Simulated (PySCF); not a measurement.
Gas-phase reaction: MoOF4 + 2 O ⇌ MoO3 + 2 F2

Computed with PySCF (xtb for GFN2) and rigid-rotor harmonic-oscillator thermochemistry at 1 bar. S°(298 K) at PBE0/def2-TZVP differs from the NASA 1993 table for MoO3 (+7 J/mol/K); whether the harmonic model or the table's entry is off was not settled. † marks an energy on the PBE0/def2-TZVP geometry and frequencies; other levels use their own. MP2 freezes the core. Open shells (unrestricted): O (multiplicity 3, electronic degeneracy 9); the rest are closed-shell singlets. GFN2 has no spin-polarisation term. Spin-orbit splitting is ignored; it lowers the true energy and changes the entropy of O. B3LYP is the form with VWN-RPA correlation. Mo: scalar-relativistic def2 core potential, no spin-orbit coupling. MP2 isn't extrapolated to the basis-set limit; its ΔH°(298 K) is 473.1 kJ in def2-SVP and 420.4 kJ in def2-TZVPP. The harmonic model lacks anharmonicity and excited electronic states, which grow with temperature; levels with a mode under 35 cm⁻¹ are left out. Strong static correlation: MoO3. Soft modes under 120 cm⁻¹ make the harmonic entropy rough for MoOF4.

| level | ΔE electronic, kJ | ΔH°(298 K), kJ | ΔS°(298 K), J/K | ΔG°(2000 K), kJ |
|---|---|---|---|---|
| B3LYP/def2-TZVP† | 492 | 493 | 28 | 481 |
| GFN2-xTB | -47 | -50 | 36 | -83 |
| MP2/def2-SVP† | 472 | 473 | 28 | 461 |
| MP2/def2-TZVPP† | 419 | 420 | 28 | 408 |
| PBE0/def2-QZVP† | 524 | 525 | 28 | 513 |
| PBE0/def2-TZVP | 503 | 504 | 28 | 491 |
| ωB97M-V/def2-TZVP† | 509 | 510 | 28 | 498 |
| ωB97X-V/def2-TZVP† | 511 | 512 | 28 | 500 |
ΔH° is lowest at GFN2-xTB and highest at PBE0/def2-QZVP†. No reference value is set beside these.
